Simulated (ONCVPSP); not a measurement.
Scattering properties, ONCV potential for In

- Element: indium
- Generator: ONCVPSP 4.0.1
- Type: optimised norm-conserving Vanderbilt (ONCV)
- Functional: PBE
- Relativity: scalar-relativistic
- Frozen core: [Kr] 4d10
- Valence charge: 3
- Reference configuration: 5s2 (charge +1)
- Partial waves: 5s: rc 1.85 bohr, ncon 4, nbas 8, qcut 3.2 1/bohr, 2 projectors, debl 0.3 Ha; p scattering state at 0.35 Ha: rc 1.95 bohr, ncon 4, nbas 7, qcut 4.6 1/bohr, 2 projectors, debl 0.3 Ha
- Local potential: polynomial inside 1.25 bohr (lpopt 5, dvloc0 4 Ha)
- Core correction: Teter function, fcfact 3.25, rcfact 1.15

In the s channel the program set the typed energies aside and used -0.548, 0.250 Ha. In the p channel the program set the typed energies aside and used 0.050, 0.350 Ha.

The phase is arctan(r·R′/R) of the radial function R(r), unwrapped; energies in Ha, scanned from -2 to 5 Ha. A pole is an energy at which the radial function vanishes at the test radius. The pseudo phase is shifted by a multiple of π to meet the all-electron one at the reference energy, and phase errors are pseudo minus all-electron; the curves can meet again beyond the range given. Levels narrower than the energy grid can be missing from the lists of poles. Where the grid stepped over a known ghost or core level, its pole and its step of π were put in at the level’s energy.

**Question.** For each channel, where are the poles, and over which energies does the pseudopotential scatter like the atom?

**Answer.**

```json
{"channel": "s", "radius (bohr)": "1.88", "reference energy (Ha)": "-0.55", "poles, all-electron": "2.58", "poles, pseudo": "-1.01, 2.58", "unbroken range about the reference energy with phases within 0.05 rad": "-1.0 to 4.3", "phase error 1 Ha above the reference energy (rad)": "+0.000"}
{"channel": "p", "radius (bohr)": "1.98", "reference energy (Ha)": "0.05", "poles, all-electron": "3.00", "poles, pseudo": "3.02", "unbroken range about the reference energy with phases within 0.05 rad": "the whole range", "phase error 1 Ha above the reference energy (rad)": "+0.000"}
```

Note: ghosts flagged at negative energy: s at -27.5 eV, p at -72.9 eV; no localised positive-energy state flagged. A true bound ghost makes a file unfit for plane-wave use.

Phases in the s channel:

```csv
E (Ha),all-electron,pseudo
-1.98,1.038,4.166
-1.62,0.890,4.019
-1.26,0.633,3.758
-0.90,0.169,0.177
-0.54,-0.442,-0.442
-0.18,-0.888,-0.888
0.18,-1.135,-1.135
0.54,-1.278,-1.278
0.90,-1.369,-1.369
1.26,-1.432,-1.432
1.62,-1.480,-1.480
1.98,-1.519,-1.518
2.34,-1.551,-1.550
2.70,-1.580,-1.580
3.06,-1.608,-1.609
3.42,-1.635,-1.641
3.78,-1.664,-1.677
4.14,-1.697,-1.728
4.50,-1.736,-1.814
4.86,-1.786,-2.027
```
